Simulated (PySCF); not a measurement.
C4H4FN2O (charge -1).
Z-matrix (Å and degrees, GFN2-xTB geometry), rows numbered from 1:
```
C 
O   1  1.3970
C   2  1.3884  1  112.66
N   3  1.3303  2  123.74  1     0.01
N   4  1.3446  3  108.38  2  -179.97
C   5  1.3320  4  108.74  3    -0.02
C   6  1.3893  5  109.28  4     0.03
F   7  1.3819  3  128.31  2     0.05
H   1  1.0961  2  111.08  3   -59.60
H   1  1.0929  2  106.79  3  -179.73
H   1  1.0964  2  111.12  3    60.19
H   6  1.0775  5  121.76  4   179.95
```

The geometry is computed with GFN2-xTB (gas phase).

Take the most abundant isotopes and a rigid rotor. The values belong to one conformer with, in the numbering `[CH3:1][O:2][c:3]1[n:4][n-:5][cH:6][c:7]1[F:8]`, C1–O2–C3–N4 0°.

What are A, B and C (MHz)?

Ia = 148.94, Ib = 258.18, Ic = 403.97 u·Å²; 505379 MHz·u·Å²/I gives A = 3393, B = 1957, C = 1251 MHz.

Classify the top.

An asymmetric top: κ = (2 × 1957 − 3393 − 1251)/(3393 − 1251) = -0.34.

Is it planar, by Δ = Ic − Ia − Ib?

Not planar: Δ = Ic − Ia − Ib = -3.16 u·Å². For a rigid frame Δ = −2 Σ m c², so Σ m c² = 1.58 u·Å² lies off the ab plane, practically all of it from hydrogen. The atom farthest from that plane is 0.89 Å away.

Give the other two planar moments, Paa and Pbb, and the rms extents of the mass along the axes.

Paa = Σ m a² = (Ib + Ic − Ia)/2 = 256.61 and Pbb = Σ m b² = (Ia + Ic − Ib)/2 = 147.36 u·Å². With the mass M = 115.03 u, the rms extents √(P/M) along a, b and c are 1.49, 1.13, 0.12 Å.

Estimate the classical rotational partition function at 50 K, 298.15 K and 500 K.

Point group Cs, symmetry number σ = 1; q = (√π/σ)·√((kT/h)³/(ABC)), k/h = 20836.6 MHz/K: 20700 at 50 K, 301000 at 298.15 K, 654000 at 500 K.

No GFN2-xTB frequencies stand behind this structure, so it isn't proved a minimum. These are rigid-rotor constants of the computed structure; measured ground-state constants (B0) also hold zero-point vibration.
